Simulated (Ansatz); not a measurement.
`C[Si](O)([SiH3])Cl` + `[F][Ti]([F])([SH])[Cl]` → `C[S][Ti]([F])([F])[Cl]` + `O[SiH]([SiH3])Cl`  (substitution at a C–Si bond)

Isolated molecules relaxed with PBE0-D4/def2-TZVP in Ansatz; ΔE leaves out vibrations. CCSD(T)/CBS adds triple-zeta CCSD(T) − MP2 to the extrapolated MP2 energy (def2 sets, frozen cores). Functionals use def2-TZVPP. HSE06 is defined as in plane-wave codes. For Ti outer-core shells are correlated without core-valence functions, which leaves a few kJ/mol of doubt a bond. Scalar relativity is left out up to krypton. One conformer a species, not always the lowest.

`C[Si](O)([SiH3])Cl`:

Z-matrix (Å, degrees):
```
C
Si 1 1.859
H 1 1.093 2 110.3
H 1 1.092 2 110.6 3 120.2
H 1 1.093 2 110.7 3 -120.2
O 2 1.642 1 112.3 3 59.5
Si 2 2.338 1 114.8 3 -62.1
Cl 2 2.077 1 106.4 3 178.8
H 6 0.959 2 118.4 1 62.6
H 7 1.488 2 110.5 1 62.4
H 7 1.485 2 110.2 1 -176.7
H 7 1.488 2 109.0 1 -56.8
```

`[F][Ti]([F])([SH])[Cl]`:

Z-matrix (Å, degrees):
```
Ti
F 1 1.735
S 1 2.265 2 105.8
F 1 1.741 2 113.2 3 118.7
Cl 1 2.182 2 110.8 3 -119.0
H 3 1.349 1 90.4 2 163.4
```

`C[S][Ti]([F])([F])[Cl]`:

Cartesian coordinates in Å:
```
C 0.413 0.961 1.146
S 1.279 0.488 -0.385
Ti -0.317 -0.848 -1.221
F -1.811 0.063 -1.238
F 0.226 -1.328 -2.803
Cl -0.551 -2.547 0.143
H 0.860 1.894 1.489
H -0.650 1.129 0.971
H 0.551 0.188 1.900
```

`O[SiH]([SiH3])Cl`:

Cartesian coordinates in Å:
```
O 0.885 -1.493 0.846
Si 0.345 0.053 0.795
Si -0.844 0.312 -1.198
Cl 1.932 1.378 0.794
H 1.399 -1.772 1.606
H -0.427 0.389 2.020
H -2.005 -0.617 -1.234
H 0.052 0.036 -2.350
H -1.338 1.712 -1.278
```

```json
{"level": "LDA (SPW92)", "ΔE (kJ/mol)": "61.0", "difference from CCSD(T)/CBS": "3.8"}
{"level": "revPBE-D4", "ΔE (kJ/mol)": "55.7", "difference from CCSD(T)/CBS": "-1.5"}
{"level": "B97M-V", "ΔE (kJ/mol)": "63.8", "difference from CCSD(T)/CBS": "6.6"}
{"level": "r2SCAN0-D4", "ΔE (kJ/mol)": "62.7", "difference from CCSD(T)/CBS": "5.5"}
{"level": "HSE06-D4", "ΔE (kJ/mol)": "59.9", "difference from CCSD(T)/CBS": "2.7"}
{"level": "CAM-B3LYP-D4", "ΔE (kJ/mol)": "61.2", "difference from CCSD(T)/CBS": "4.0"}
{"level": "PBE", "ΔE (kJ/mol)": "56.5", "difference from CCSD(T)/CBS": "-0.7"}
{"level": "revPBE", "ΔE (kJ/mol)": "55.3", "difference from CCSD(T)/CBS": "-1.9"}
{"level": "r2SCANh", "ΔE (kJ/mol)": "61.5", "difference from CCSD(T)/CBS": "4.3"}
{"level": "HSE06", "ΔE (kJ/mol)": "59.3", "difference from CCSD(T)/CBS": "2.1"}
{"level": "LC-ωPBE", "ΔE (kJ/mol)": "64.0", "difference from CCSD(T)/CBS": "6.8"}
{"level": "RPA@PBE/def2-TZVPP", "ΔE (kJ/mol)": "55.4", "difference from CCSD(T)/CBS": "-1.8"}
{"level": "MP2/def2-SVP", "ΔE (kJ/mol)": "56.8", "difference from CCSD(T)/CBS": "-0.4"}
{"level": "HF/def2-QZVPP", "ΔE (kJ/mol)": "60.1", "difference from CCSD(T)/CBS": "2.9"}
{"level": "MP2/CBS(def2)", "ΔE (kJ/mol)": "56.6", "difference from CCSD(T)/CBS": "-0.6"}
{"level": "CCSD/CBS(def2)", "ΔE (kJ/mol)": "59.4", "difference from CCSD(T)/CBS": "2.2"}
{"level": "CCSD(T)/CBS", "ΔE (kJ/mol)": "57.2", "difference from CCSD(T)/CBS": "0"}
```

(1) What do rigid-rotor, harmonic-oscillator terms from PBE0-D4/def2-TZVP frequencies (298.15 K, 1 bar) make of the CCSD(T)/CBS value? (Estimate.)

Largest T1 diagnostic among the species: 0.025, so the coupled-cluster value is less sure than usual.

## Answers

(1) Ansatz gave: ΔZPE = +4.5 kJ/mol, ΔH = +60.9 kJ/mol, ΔS = 5 J/(mol·K), ΔG = +59.4 kJ/mol. Modes under 50 cm⁻¹ make the entropy rough.

From PBE to PBE0 (25 % exact exchange), in def2-TZVPP and without D4, ΔE moves by +3.0 kJ/mol. Leaving LDA and LC-ωPBE aside and taking each functional with its dispersion term where it has one, the values, not all of them listed here, spread over 8.9 kJ/mol, from BLYP-D4 to B97M-V. LDA lies +4.5 kJ/mol from PBE without D4.
